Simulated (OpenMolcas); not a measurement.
# Nb3+ in a point-charge field

Nb3+ among 6 point charges of -0.5 e arranged as a trigonal antiprism (D3d), 1.87 Å from the ion, with a polar angle of 58.6° against the regular 54.74°.
```
   0.0000    1.5956    0.9752  -0.50
  -1.3818   -0.7978    0.9752  -0.50
   1.3818   -0.7978    0.9752  -0.50
   0.0000   -1.5956   -0.9752  -0.50
   1.3818    0.7978   -0.9752  -0.50
  -1.3818    0.7978   -0.9752  -0.50
```

```yaml
Program: OpenMolcas 26.06
Method: CASSCF
Basis: ANO-RCC-VDZP [6s5p3d1f]
Scalar_Hamiltonian: DKH2, point nucleus
Active_space: 2 electrons in 5 orbitals (4d)
State_averaging: 2S+1 = 3 even, 10 roots; 2S+1 = 1 even, 15 roots
Spin-orbit_coupling: state interaction with AMFI integrals over the reference wave functions
```

The lowest spin-free states (labels of D3, the rotations of D3d), above the lowest:

```tsv
State	Degeneracy	E (cm-1)	Free-ion L (%)
3E	2	0.0	F (96)
3A2	1	7.3	F (99)
3E	2	5025	F (100)
3A1	1	5749	F (100)
1E	2	10320	D (76)
1A1	1	10755	D (63)
3A2	1	11020	F (95)
1E	2	11340	D (68)
3E	2	15144	P (95)
3A2	1	17588	P (94)
1E	2	17896	G (82)
1A1	1	17938	G (64)
1A1	1	19804	G (92)
1E	2	20270	G (94)
1A2	1	20751	G (100)
1E	2	24755	G (68)
1A1	1	43298	S (91)
```

The lowest levels with spin-orbit coupling:

```
E (cm-1)  Degeneracy  Label      2S+1               g
     0.0           2      E         3  0.00 0.00 0.35
    42.8           1     A1         3                
   195.1           2      E         3  0.00 0.00 1.41
   987.6           1     A2         3                
    1123           2      E         3  0.00 0.00 0.41
    1594           1     A1         3                
    5523           1     A1         3                
    5565           2      E         3  0.00 0.00 0.68
    5591           1     A2         3                
    5899           2      E         3  0.00 0.00 4.71
    6545           2      E         3  0.00 0.00 3.67
    6595           1     A2         3                
   11025           2      E         1  0.00 0.00 2.33
   11480           1     A1  1 (89 %)                
   11642           2      E  3 (61 %)  0.00 0.00 3.38
   11846           1     A1         3                
   12166           2      E  1 (61 %)  0.00 0.00 2.81
   15416           1     A1         3                
   15548           1     A2         3                
   15885           2      E         3  0.00 0.00 1.90
```

Powder χT (cm3 K/mol): 0.00545 at 2 K, 0.0119 at 10 K, 0.0477 at 50 K, 0.0997 at 100 K, 0.209 at 200 K, 0.317 at 300 K. The effective moment at 300 K is 2.828 √(χT) = 1.59 μB.

The lowest level has 2S+1 = 3, for which the spin-only value is χT = S(S+1) / 2 = 1.000 cm3 K/mol (g = 2). The computed 0.317 at 300 K differs by -0.683, through orbital momentum, spin-orbit coupling and any other state in reach.

Spin-orbit coupling mixes the spin-free states strongly: the lowest level takes only 56 % from its leading state, 3E. An orbital doublet at a regular site is open to a Jahn-Teller distortion, which this geometry leaves out. Without dynamic correlation the repulsion within the d shell is too large (B by tens of per cent), so at a given field states of lower spin stand too high. This is an electrostatic model: the charges have no orbitals. No measured value stands beside these numbers.

With an even number of electrons the g values are those of a degenerate or nearly degenerate non-Kramers pair.
